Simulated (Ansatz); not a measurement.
Job for Ansatz (a program for electronic structure): R-B3LYP/def2-TZVPP on CClF (SMILES F[C]Cl), atoms moved off the minimum.

Ansatz 0.2 input:
```yaml
crystal:
  periodic: [false, false, false]
  atoms:
    - {symbol: F, position_ang: [-1.41864451, -0.35348154, -0.03180692]}
    - {symbol: C, position_ang: [-0.57094983, 0.64323449, -0.08304544]}
    - {symbol: Cl, position_ang: [0.86047024, -0.06944661, 0.01487674]}
basis:
  gaussian:
    orbitals: def2-TZVPP
hamiltonian:
  xc: {name: B3LYP}
scf: {lower_state_search: off}
output: {forces: true}
```

It printed:

```
Functional definition: B3LYP
[...]
these checks for a lower state are left out or cut short: stability, starts, cluster_reference, orbital_swaps, neighbouring_geometries, increment
integrals: 0.02 GiB planned
649 factors; their error is unknown
mean field: 0.27 GiB planned
mean field evaluation 1: about -16274.4983 eV, gradient 2.6e1 eV
mean field evaluation 2: about -16272.8396 eV, gradient 4.1e1 eV
mean field evaluation 4: about -16275.6966 eV, gradient 2.1e0 eV
mean field evaluation 8: about -16275.7060 eV, gradient 2.6e-2 eV
mean field evaluation 16: about -16275.7388 eV, gradient 6.7e-5 eV
mean field -16275.73882640 eV, -598.1223697781 hartree, gradient 3.3e-6 eV, S^2 0.000000; 0 other end points of the search recorded, 0 dependent functions left out
the calculation of the forces begins
reference -16275.73900817 eV, -598.1223764583 hartree; 16, 16 occupied and 88, 88 virtual orbitals, 649 factors
Total energy: -16275.73900817 eV, -598.1223764583 hartree
Atom 0 at    -1.418645    -0.353482    -0.031807 Å, force    -1.345726    -0.145654    -0.029263 eV/Å
Atom 1 at    -0.570950     0.643234    -0.083045 Å, force    -2.552206     1.235583    -0.171890 eV/Å
Atom 2 at     0.860470    -0.069447     0.014877 Å, force     3.897933    -1.089929     0.201153 eV/Å
Dipole moment:     0.217420    -0.207218     0.022493 e Å
Checks for a lower state left out: stability, starts, cluster_reference, orbital_swaps, neighbouring_geometries, increment
```

The run converged.

Cost: roughly 1.9 core-seconds.
